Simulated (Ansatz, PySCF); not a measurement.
Reaction (SMILES): CC[SiH2-] → C[SiH-]C
Each molecule is optimised on its own at B3LYP-D3(BJ)/def2-TZVP (Ansatz, a quantum-chemistry and plane-wave program), one conformer each, not searched for the lowest. Frequencies are from Ansatz or PySCF.

Quantity: isomerisation energy (enthalpy at 298 K, with B3LYP-D3(BJ) rigid-rotor harmonic-oscillator terms), in kcal/mol. Cores are frozen in the correlated levels unless marked. No spin-orbit coupling. Non-relativistic. Anions need diffuse functions: aug- sets have them; def2-D sets add few; the other sets have none. Basis-set limits of correlation are two-point, X^-3; Hartree-Fock from the larger set.

```json
[
 {"level": "BLYP-D4/def2-TZVPD", "program": "Ansatz + dftd4", "isomerisation energy (kcal/mol)": "-5.1"},
 {"level": "revPBE/def2-TZVPD", "program": "Ansatz", "isomerisation energy (kcal/mol)": "?"},
 {"level": "B3LYP/def2-TZVPD", "program": "Ansatz", "isomerisation energy (kcal/mol)": "-5.2"},
 {"level": "r2SCANh/def2-TZVPD", "program": "Ansatz", "isomerisation energy (kcal/mol)": "-5.1"},
 {"level": "CAM-B3LYP-D3(BJ)/def2-TZVPD", "program": "Ansatz + dftd3", "isomerisation energy (kcal/mol)": "-4.7"},
 {"level": "B2GP-PLYP-D3(BJ)/def2-TZVPD", "program": "Ansatz + dftd3", "isomerisation energy (kcal/mol)": "?"},
 {"level": "CCSD/aug-cc-pV(T+d)Z", "program": "Ansatz", "isomerisation energy (kcal/mol)": "-5.2"},
 {"level": "CCSD/cc-pVTZ", "program": "Ansatz", "isomerisation energy (kcal/mol)": "-4.7"},
 {"level": "CCSD/cc-pwCVTZ", "program": "Ansatz", "isomerisation energy (kcal/mol)": "-4.7"},
 {"level": "CCSD/aug-cc-pV(Q+d)Z", "program": "Ansatz", "isomerisation energy (kcal/mol)": "?"},
 {"level": "CCSD(T)/CBS(aug-cc-pV(T+d)Z,aug-cc-pV(Q+d)Z)", "program": "Ansatz", "isomerisation energy (kcal/mol)": "?"}
]
```

Question: Complete the blanks.

Answer: 
- revPBE/def2-TZVPD, isomerisation energy (kcal/mol): -5.4
- B2GP-PLYP-D3(BJ)/def2-TZVPD, isomerisation energy (kcal/mol): -5.5
- CCSD/aug-cc-pV(Q+d)Z, isomerisation energy (kcal/mol): -5.3
- CCSD(T)/CBS(aug-cc-pV(T+d)Z,aug-cc-pV(Q+d)Z), isomerisation energy (kcal/mol): -5.6
